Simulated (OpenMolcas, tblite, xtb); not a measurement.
# GeSiH5Cl (SMILES Cl[SiH2][GeH3]): methods side by side

GeSiH5Cl has 8 atoms, charge 0, and is taken as a singlet. As SMILES, `Cl[SiH2][GeH3]`. The shape is that of a PBE0-D4/def2-TZVP optimisation.

Quantity: the vertical ionisation energy (to the doublet cation), in eV. The values are calculated.

| level | kind | program | value (eV) | less CCSD(T)/cc-pVDZ |
| --- | --- | --- | --- | --- |
| IPEA1-xTB | semi-empirical | tblite | 14.66 | +4.52 |
| GFN1-xTB | semi-empirical | xtb | 13.86 | +3.72 |
| HF/cc-pVDZ | Hartree–Fock | OpenMolcas | 9.88 | -0.26 |
| SVWN5/cc-pVDZ | LDA | OpenMolcas | 9.89 | -0.25 |
| PBE/cc-pVDZ | GGA | OpenMolcas | 9.79 | -0.35 |
| TPSS/cc-pVDZ | meta-GGA | OpenMolcas | 9.91 | -0.23 |
| M06-2X/cc-pVDZ | hybrid meta-GGA | OpenMolcas | 10.26 | +0.12 |
| PBE0/cc-pVDZ | global hybrid | OpenMolcas | 10.12 | -0.02 |
| CCSD(T)/cc-pVDZ, open shells restricted | coupled cluster or CI | OpenMolcas | 10.14 | 0.00 |

CCSD(T)/cc-pVDZ, open shells restricted is the highest level here, not the true value. All-electron rows without a relativistic Hamiltonian named are non-relativistic. The values span 9.79 to 14.66 eV. The xTB values lack the empirical shift that such differences need. In the correlated wave-function rows the outer d shell of Ge is correlated, in sets not made for it.
